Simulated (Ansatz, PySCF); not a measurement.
Dimer: CH4 (SMILES C) (first 5 atoms) with C3H6 (SMILES C=CC); geometry from B3LYP-D3(BJ)/def2-TZVP, rigid monomers moved along the line of their centres of mass till H5···C7 is 2.75 Å.
(charge 0, multiplicity 1):
```xyz
14

C     -0.153     0.008     0.502
H     -1.190    -0.281     0.671
H      0.231    -0.519    -0.371
H     -0.102     1.082     0.326
H      0.442    -0.248     1.377
C      0.871    -1.011     4.017
C      0.484     0.257     4.083
C     -0.891     0.755     3.773
H      0.185    -1.798     3.723
H      1.884    -1.309     4.253
H      1.209     1.010     4.381
H     -0.868     1.481     2.955
H     -1.555    -0.060     3.485
H     -1.326     1.266     4.636
```

Monomers are frozen at their geometry in the pair; levels with a basis set take the counterpoise correction.

Cores are frozen in the correlated methods.

Programs: Ansatz (Gaussian orbitals); PySCF for the dispersion terms. 

PBE/def2-TZVPPD gives 0.53 kcal/mol for the interaction energy.

Question: Where do these levels fall relative to PBE: PBE-D3(BJ)/def2-TZVPPD, r2SCAN/def2-TZVPPD, PBE0/def2-TZVPPD, wB97M-V/def2-TZVPPD, MP2/aug-cc-pVDZ, CCSD(T)/aug-cc-pVDZ.

Answer: PBE-D3(BJ)/def2-TZVPPD -1.38; r2SCAN/def2-TZVPPD -0.64; PBE0/def2-TZVPPD -0.01; wB97M-V/def2-TZVPPD -1.15; MP2/aug-cc-pVDZ -0.90; CCSD(T)/aug-cc-pVDZ -0.78 kcal/mol. 0 of 6 lie above PBE; the widest gap is to PBE-D3(BJ)/def2-TZVPPD.

Ansatz is an electronic-structure program.
